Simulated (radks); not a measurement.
The numbers below are computed, except where a source is named.
Task: The mean radii <r> (bohr) of the occupied orbitals of an atom or ion are listed with their occupations. Level of theory: Dirac Kohn-Sham, LDA (Slater exchange, Perdew-Wang correlation), spin-unpolarised, spherical densities, finite nucleus; Fermi nuclear charge, rms radius of each element as measured or else 0.836 A^(1/3) + 0.57 fm (a radial shooting solver on a logarithmic mesh with Libxc functionals).

orbital  occ.      <r>
1s1/2       2  0.04280
2s1/2       2   0.1896
2p1/2       2   0.1629
2p3/2       4   0.1668
3s1/2       2   0.5525
3p1/2       2   0.5577
3p3/2       4   0.5683
3d3/2       4   0.5885
3d5/2       6   0.5927
4s1/2       2    1.670
4p1/2       2    2.070
4p3/2       3    2.121

Name the element and its charge. Open shells, if any, fill j = l - 1/2 first.

Result: Z = 35, bromine, charge 0: Br in [Ar] 3d10 4s2 4p5. The 1s radius gives Z: for a bare nucleus <r> = (2 gamma + 1)/(2Z) with gamma = sqrt(1 - (Z/c)^2), 0.04191 bohr for Z = 35, and screening makes it slightly larger (0.04280 here). The occupations add up to 35, and the charge is Z minus that.
